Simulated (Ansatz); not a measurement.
A nudged elastic band was laid between two geometries of Cl3HOZr + H2 (8 atoms, charge 0, multiplicity 1).

Computed with RKS CAM-B3LYP/def2-SVP (Ansatz).

```
movable images  : 7
climbing image  : yes
spring          : 5.0 eV/Å²
optimiser       : quadratic models (default)
start path      : straight line
force threshold : 0.05 eV/Å
iteration limit : 60
end points      : relaxed
```

Initial state:

```xyz
8
Properties=species:S:1:pos:R:3
Zr -0.266 0.315 -0.188
O -0.322 0.107 1.683
H -0.374 0.035 2.640
Cl 1.963 0.564 -0.873
Cl -1.487 2.233 -0.765
Cl -1.228 -1.567 -1.205
H 1.598 -2.777 1.768
H 1.176 -2.178 1.978
```

Final state:

```xyz
8
Properties=species:S:1:pos:R:3
Zr 0.625 -0.110 0.019
O -0.861 -0.694 1.690
H -1.494 -1.399 1.484
Cl 2.578 -0.048 -1.265
Cl -0.257 2.059 -0.056
Cl -0.577 -1.909 -0.995
H 1.593 -0.365 1.561
H -0.548 -0.803 2.599
```

Q: Which bonds break or form, and what moves?

A: Bonds broken: H7–H8. Bonds formed: Zr1–H7, O2–H8. Cl3HOZr + H2 becomes Cl3H3OZr.

Q: Give the energies along the band, and the barrier.

A: It converged. The highest image is number 5 of 0 to 8, 1.48 eV above the first end and 0.54 eV above the last; the last end lies 0.94 eV above the first. Neighbouring images differ by up to 1.3 eV, so the band resolves the path poorly. The order of the point at the top wasn't checked. The orbitals stay closed-shell, which can raise the energy where a bond breaks towards radicals; this wasn't checked here.

```
image  path coordinate (Å)  energy (eV)  H7–H8 (Å)  Zr1–H7 (Å)  O2–H8 (Å)
    0                 0.00         0.00       0.76        4.11       2.75
    1                 1.48         0.00       0.76        4.55       2.68
    2                 2.97         0.00       0.76        4.02       3.64
    3                 4.45         0.01       0.76        3.99       3.05
    4                 5.93         0.14       0.76        2.99       2.30
    5                 7.41         1.48       1.06        2.02       1.19
    6                 7.95         1.14       1.62        1.89       0.98
    7                 8.49         0.98       2.11        1.85       0.97
    8                 9.03         0.94       2.42        1.84       0.97
```

Q: What is the geometry of the highest image?

A: 
```xyz
8
Properties=species:S:1:pos:R:3
Zr 0.290 -0.176 0.000
O -0.747 -0.669 1.784
H -1.247 -1.443 2.076
Cl 2.383 -0.583 -0.975
Cl -0.341 2.006 -0.507
Cl -1.006 -1.773 -1.150
H 1.335 -0.146 1.727
H 0.393 -0.485 2.082
```

Run time: 11 min on 4 threads of Arm Neoverse V2, on a shared host, peak memory 0.36 GiB.
